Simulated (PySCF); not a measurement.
**Working out the ionisation energy of Sc**

Sc [Ar] 3d1 4s2 (2D) → Sc⁺ [Ar] 3d1 4s1 (3D). All numbers are calculated (PySCF 2.14, the spin-free X2C one-electron Hamiltonian (Gaussian nucleus), in x2c-TZVPall). Frozen: [Ar]. Energies in hartree (1 hartree = 27.21139 eV):

```
             part   Sc (lower)  Sc⁺ (upper)
              UHF  -763.275899  -763.077658
MP2 opposite-spin    -0.024354     0.000000
    MP2 same-spin    -0.002587    -0.002690
```

What does Hartree-Fock give?

(-763.077658) − (-763.275899) = 0.198241 hartree = 5.394 eV.

What do MP2 and SCS-MP2 (6/5 opposite-spin, 1/3 same-spin) give?

The opposite-spin parts differ by 0.663 eV and the same-spin parts by -0.003 eV. MP2: 5.394 + (0.663) + (-0.003) = 6.054 eV. SCS-MP2: 5.394 + 1.2 × (0.663) + (-0.003)/3 = 6.189 eV.

Measured between the centres of the two terms (NIST): 6.562 eV, so MP2 (valence) is off by -0.508 eV.

What remains against the reference includes basis incompleteness, the frozen core and correlation beyond second order.
